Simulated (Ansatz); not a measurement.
The same molecule with X = C, Si, Ge, Sn. Ansatz, PBE0-D4/def2-TZVP geometries, multiplicity 1.

Elements past krypton have def2 core potentials. Scalar relativity is left out up to krypton.

```json
{"X": "C", "molecule": "`ClC(Cl)(Cl)Br`", "mean X–Br bond length / Å": "1.945", "mean X–Cl bond length / Å": "1.759", "ideal-gas entropy at 298 K and 1 bar (rigid rotor, harmonic PBE0-D4/def2-TZVP) / J/(mol·K)": "333", "LUMO energy (B3LYP/def2-TZVPP) / eV": "-2.12", "HOMO–LUMO gap (PBE0/def2-TZVPP) / eV": "6.73"}
{"X": "Ge", "molecule": "`[Cl][Ge]([Cl])([Cl])[Br]`", "mean X–Br bond length / Å": "2.270", "mean X–Cl bond length / Å": "2.119", "ideal-gas entropy at 298 K and 1 bar (rigid rotor, harmonic PBE0-D4/def2-TZVP) / J/(mol·K)": "372", "LUMO energy (B3LYP/def2-TZVPP) / eV": "-2.72", "HOMO–LUMO gap (PBE0/def2-TZVPP) / eV": "6.77"}
{"X": "Sn", "molecule": "`[Cl][Sn]([Cl])([Cl])[Br]`", "mean X–Br bond length / Å": "2.435", "mean X–Cl bond length / Å": "2.291", "ideal-gas entropy at 298 K and 1 bar (rigid rotor, harmonic PBE0-D4/def2-TZVP) / J/(mol·K)": "391", "LUMO energy (B3LYP/def2-TZVPP) / eV": "-3.54", "HOMO–LUMO gap (PBE0/def2-TZVPP) / eV": "6.04"}
```

Give the row for X = Si, `Cl[Si](Cl)(Cl)Br`. (Best estimate.)

Computed: 
```json
{"X": "Si", "molecule": "`Cl[Si](Cl)(Cl)Br`", "mean X–Br bond length / Å": "2.188", "mean X–Cl bond length / Å": "2.023", "ideal-gas entropy at 298 K and 1 bar (rigid rotor, harmonic PBE0-D4/def2-TZVP) / J/(mol·K)": "355", "LUMO energy (B3LYP/def2-TZVPP) / eV": "-1.18", "HOMO–LUMO gap (PBE0/def2-TZVPP) / eV": "8.14"}
```

From C to Sn the mean X–Br bond length rises at each step, by 0.490 Å in all; the mean X–Cl bond length rises at each step, by 0.532 Å in all; the ideal-gas entropy at 298 K and 1 bar (rigid rotor, harmonic PBE0-D4/def2-TZVP) rises at each step, by 58 J/(mol·K) in all; the LUMO energy (B3LYP/def2-TZVPP) isn't monotonic: highest at Si, lowest at Sn; the HOMO–LUMO gap (PBE0/def2-TZVPP) isn't monotonic: highest at Si, lowest at Sn. Bonds lengthen as the atom grows down the group.

B3LYP here is the variant with VWN-RPA as its local correlation; programs differ in this.

Spin–orbit coupling is left out; it splits and shifts lone-pair levels of the heavy atoms by tenths of an eV.
